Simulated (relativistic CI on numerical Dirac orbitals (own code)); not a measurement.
W¹¹⁺: q coefficients and field-shift factors

These numbers are calculated, not measured: Dirac-Coulomb-Breit CI, orbitals from a KLI potential per configuration, derivatives by finite differences, unscaled Slater integrals, QED left out (own radial code, finite nucleus).

Configurations in the expansion (outside the closed core [Kr] 4d10): 4f¹³5s²5p², 4f¹²5s²5p³, 4f¹⁴5s²5p, 4f¹³5s5p³, 4f¹⁴5s5p², 4f¹³5s²5p5d, 4f¹³5p⁴, 4f¹³5s²5d². Levels of other configurations are missing.

With x = (α/α₀)² − 1 an excitation energy changes as ω = ω₀ + qx; K = 2q/ω₀ is the relative enhancement. Terms are leading LS components, so labels can repeat. The field-shift factor is F = δν/δ⟨r²⟩ for the transition from the lowest level.

Lowest level 4f¹³5s²5p² ²F°7/2.

| Level | ω₀ (cm⁻¹) | q (cm⁻¹) | K | F (GHz/fm²) |
| --- | --- | --- | --- | --- |
| 4f¹⁴5s²5p ²P°1/2 | 16140.4 | 207700 | 25.7 | -36.8 |
| 4f¹³5s²5p² ²F°5/2 | 20613.8 | 16810 | 1.63 | 0.759 |
| 4f¹³5s²5p² ⁴F°9/2 | 86382.8 | 124200 | 2.87 | -16.5 |
| 4f¹³5s²5p² ²F°5/2 | 93523.1 | 127500 | 2.73 | -16.8 |
| 4f¹³5s²5p² ²P°3/2 | 95943.1 | 152100 | 3.17 | -20.3 |
| 4f¹³5s²5p² ²G°7/2 | 99249.2 | 121300 | 2.44 | -15.8 |
| 4f¹³5s²5p² ⁴F°3/2 | 99945.2 | 155700 | 3.12 | -19.4 |
| 4f¹³5s²5p² ²H°11/2 | 102330.9 | 103500 | 2.02 | -12.2 |
| 4f¹³5s²5p² ²D°5/2 | 104902.2 | 106600 | 2.03 | -12.7 |
| 4f¹³5s²5p² ²G°9/2 | 107658.8 | 58410 | 1.09 | -2.86 |
| 4f¹³5s²5p² ²F°7/2 | 108022.9 | 96260 | 1.78 | -10.5 |
| 4f¹²5s²5p³ ⁴I°15/2 | 111961.2 | -95890 | -1.71 | 28.8 |
| 4f¹³5s²5p² ⁴G°7/2 | 113653.5 | 141000 | 2.48 | -15.9 |

At this charge transitions that keep the count of f electrons are usually good to a few per cent. Levels and lines within the n = 5 or 6 shells can be off by up to 10 % or somewhat more, and those that change n by about 2 %, since core polarisation is missing. Levels that differ in their count of f electrons can be misplaced by several ten thousand cm⁻¹, since the correlation energy of f electrons is missing or only estimated; rates across such gaps can be off by orders of magnitude.
